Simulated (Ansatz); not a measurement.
Born–Oppenheimer molecular dynamics of BCl3FH (6 atoms, charge 0, multiplicity 1). It starts at the highest image of a converged band, a first-order saddle point between two minima.

These are results of RKS PBE-D4/def2-SVP (Ansatz), not measurements.

| Item | Value |
| --- | --- |
| ensemble | NVE (velocity Verlet) |
| time step | 0.5 fs |
| steps asked | 200 |
| starting velocities drawn for | 100 K |
| seed | 6356 |

Frames 0.5 fs apart, positions in Å, forces in eV/Å.

Velocities at 0 fs (Å/ps):

```
B 0.30 -3.63 0.11
Cl 1.55 0.15 -0.11
Cl -1.83 1.96 0.44
Cl 1.51 0.29 -1.34
F -2.53 -2.72 1.65
H 0.94 5.73 3.46
```

```xyz
6
Properties=species:S:1:pos:R:3:forces:R:3 time_fs=0 energy_less_start_eV=0.000 T=100
B 0.014 -0.237 0.010 0.00 0.00 0.00
Cl 0.011 0.211 1.988 0.00 0.00 0.00
Cl 1.538 0.214 -0.766 0.00 0.00 0.00
Cl -1.535 0.144 -0.756 0.00 0.00 0.00
F 0.050 -1.761 0.437 0.00 0.00 0.00
H 0.043 -1.301 1.498 0.00 0.00 0.00
6
Properties=species:S:1:pos:R:3:forces:R:3 time_fs=0.5 energy_less_start_eV=0.000 T=100
B 0.014 -0.238 0.010 -0.01 -0.01 -0.01
Cl 0.011 0.211 1.988 0.00 0.00 0.01
Cl 1.538 0.215 -0.766 0.01 -0.01 0.00
Cl -1.534 0.145 -0.757 0.00 0.00 0.01
F 0.048 -1.762 0.438 0.01 0.03 -0.01
H 0.043 -1.298 1.500 0.00 -0.01 0.01
6
Properties=species:S:1:pos:R:3:forces:R:3 time_fs=1 energy_less_start_eV=0.000 T=100
B 0.014 -0.240 0.010 -0.02 -0.02 -0.03
Cl 0.012 0.211 1.988 0.00 0.00 0.02
Cl 1.537 0.216 -0.766 0.02 -0.01 0.00
Cl -1.533 0.145 -0.757 0.00 -0.01 0.01
F 0.047 -1.764 0.439 0.01 0.05 -0.01
H 0.044 -1.295 1.502 0.00 -0.01 0.02
6
Properties=species:S:1:pos:R:3:forces:R:3 time_fs=1.5 energy_less_start_eV=0.000 T=99
B 0.014 -0.242 0.010 -0.03 -0.02 -0.04
Cl 0.013 0.211 1.988 0.00 0.00 0.02
Cl 1.536 0.217 -0.766 0.03 -0.02 0.00
Cl -1.533 0.145 -0.758 0.00 -0.01 0.02
F 0.046 -1.765 0.439 0.02 0.08 -0.02
H 0.044 -1.292 1.504 -0.01 -0.02 0.02
6
Properties=species:S:1:pos:R:3:forces:R:3 time_fs=2 energy_less_start_eV=0.000 T=99
B 0.014 -0.244 0.010 -0.04 -0.03 -0.05
Cl 0.014 0.211 1.988 0.00 -0.01 0.03
Cl 1.535 0.218 -0.766 0.04 -0.03 0.00
Cl -1.532 0.145 -0.759 -0.01 -0.02 0.02
F 0.045 -1.766 0.440 0.02 0.10 -0.03
H 0.045 -1.290 1.506 -0.01 -0.02 0.03
6
Properties=species:S:1:pos:R:3:forces:R:3 time_fs=2.5 energy_less_start_eV=0.001 T=99
B 0.015 -0.246 0.010 -0.05 -0.04 -0.07
Cl 0.014 0.212 1.988 0.00 -0.01 0.04
Cl 1.534 0.219 -0.765 0.05 -0.03 0.00
Cl -1.531 0.145 -0.759 -0.01 -0.02 0.03
F 0.043 -1.768 0.441 0.03 0.13 -0.04
H 0.045 -1.287 1.507 -0.01 -0.02 0.04
6
Properties=species:S:1:pos:R:3:forces:R:3 time_fs=3 energy_less_start_eV=0.001 T=98
B 0.015 -0.247 0.010 -0.06 -0.05 -0.08
Cl 0.015 0.212 1.988 0.00 -0.01 0.05
Cl 1.533 0.220 -0.765 0.05 -0.04 0.00
Cl -1.530 0.145 -0.760 -0.01 -0.02 0.03
F 0.042 -1.769 0.442 0.04 0.15 -0.04
H 0.045 -1.284 1.509 -0.01 -0.03 0.04
6
Properties=species:S:1:pos:R:3:forces:R:3 time_fs=3.5 energy_less_start_eV=0.001 T=97
B 0.015 -0.249 0.010 -0.07 -0.06 -0.09
Cl 0.016 0.212 1.988 -0.01 -0.01 0.06
Cl 1.532 0.221 -0.765 0.06 -0.05 0.00
Cl -1.530 0.145 -0.761 -0.01 -0.03 0.03
F 0.041 -1.770 0.443 0.04 0.18 -0.05
H 0.046 -1.282 1.512 -0.01 -0.03 0.05
6
Properties=species:S:1:pos:R:3:forces:R:3 time_fs=4 energy_less_start_eV=0.002 T=97
B 0.015 -0.251 0.010 -0.08 -0.07 -0.10
Cl 0.017 0.212 1.988 -0.01 -0.01 0.07
Cl 1.531 0.222 -0.765 0.07 -0.05 0.00
Cl -1.529 0.146 -0.761 -0.02 -0.03 0.04
F 0.040 -1.772 0.443 0.05 0.20 -0.06
H 0.046 -1.279 1.514 -0.02 -0.03 0.06
6
Properties=species:S:1:pos:R:3:forces:R:3 time_fs=4.5 energy_less_start_eV=0.002 T=96
B 0.015 -0.253 0.010 -0.09 -0.08 -0.11
Cl 0.018 0.212 1.988 -0.01 -0.02 0.07
Cl 1.530 0.223 -0.764 0.08 -0.06 0.00
Cl -1.528 0.146 -0.762 -0.02 -0.03 0.04
F 0.038 -1.773 0.444 0.05 0.22 -0.06
H 0.046 -1.277 1.516 -0.02 -0.03 0.06
6
Properties=species:S:1:pos:R:3:forces:R:3 time_fs=5 energy_less_start_eV=0.002 T=95
B 0.015 -0.255 0.010 -0.10 -0.09 -0.12
Cl 0.018 0.212 1.988 -0.01 -0.02 0.08
Cl 1.529 0.224 -0.764 0.09 -0.07 0.00
Cl -1.527 0.146 -0.763 -0.02 -0.04 0.05
F 0.037 -1.774 0.445 0.06 0.25 -0.07
H 0.047 -1.274 1.519 -0.02 -0.03 0.06
6
Properties=species:S:1:pos:R:3:forces:R:3 time_fs=5.5 energy_less_start_eV=0.003 T=95
B 0.015 -0.257 0.010 -0.10 -0.10 -0.13
Cl 0.019 0.212 1.987 -0.01 -0.02 0.09
Cl 1.528 0.225 -0.764 0.10 -0.07 0.00
Cl -1.527 0.146 -0.763 -0.03 -0.04 0.05
F 0.036 -1.775 0.446 0.06 0.27 -0.08
H 0.047 -1.272 1.521 -0.02 -0.03 0.07
```

Of the whole run (100 fs, mean temperature of the second half 1617 K): The conserved energy stayed within 0.037 meV per atom of its start (net change 0.015 meV per atom), so the integration is sound. The kinetic energy rose, since the run started high on the potential surface and went downhill. It ends in pieces (BCl2F + ClH), so much of that is their flight and rotation, not heat. A run of 0.1 ps of so small a system gives no equilibrium averages. The orbitals stay closed-shell, which can raise the energy where a bond breaks towards radicals; this wasn't checked here.

Run time: 6.2 min on 2 threads of Arm Neoverse N1, on a shared host, peak memory 0.13 GiB.
